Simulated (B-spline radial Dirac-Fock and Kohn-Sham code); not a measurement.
**Core-level shifts of thallium with charge state**

Calculated with a radial finite-basis atomic code, using Dirac-Fock (average of configuration) total-energy differences with a finite nucleus, the Breit interaction including its frequency dependence, and self-energy and vacuum-polarisation corrections. Each ion is free and in its tabulated ground configuration. No correlation.

Reference: Tl¹³⁺, [Xe] 4f14, with L1 (2s) 15620.4 eV, M5 (3d5/2) 2653.4 eV, N6 (4f5/2) 378.6 eV, N7 (4f7/2) 374.1 eV, O1 (5s) 379.6 eV, Kα1 (K-L3) 72868.3 eV, Kβ1 (K-M3) 82567.6 eV, Lα1 (L3-M5) 10270.7 eV. Shifts from it, in eV (a dash: the subshell is empty, belongs to an open shell averaged over j, or its hole state is left out as unreliable):

| ion | configuration | L1 (2s) | M5 (3d5/2) | N6 (4f5/2) | N7 (4f7/2) | O1 (5s) | Kα1 | Kβ1 | Lα1 |
| --- | --- | --- | --- | --- | --- | --- | --- | --- | --- |
| Tl¹⁴⁺ | [Kr] 4d10 4f14 5s2 5p5 | +30.9 | +30.0 | +28.7 | +28.6 | +23.2 | +1.19 | +2.31 | +0.93 |
| Tl¹⁵⁺ | [Kr] 4d10 4f14 5s2 5p4 | +62.6 | +60.7 | +57.9 | +57.8 | +46.7 | +2.50 | +4.83 | +1.88 |
| Tl¹⁶⁺ | [Kr] 4d10 4f14 5s2 5p3 | ? | ? | ? | ? | ? | ? | ? | ? |
| Tl¹⁷⁺ | [Kr] 4d10 4f14 5s2 5p2 | +127.9 | +123.9 | +117.8 | +117.8 | +94.9 | +5.28 | +10.25 | +4.05 |
| Tl¹⁸⁺ | [Kr] 4d10 4f14 5s2 5p1 | +161.7 | +156.4 | +148.6 | +148.5 | +119.4 | +6.80 | +13.21 | +5.23 |

Problem. Give the missing shifts for Tl¹⁶⁺.

Solution. L1 (2s) +94.9, M5 (3d5/2) +92.0, N6 (4f5/2) +87.6, N7 (4f7/2) +87.5, O1 (5s) +70.6, Kα1 +3.84, Kβ1 +7.46, Lα1 +2.94 (eV).

Over this range L1 (2s) moves by +161.7 eV and Kα1 by +6.8 eV: a line is a difference of two levels that shift in the same direction.
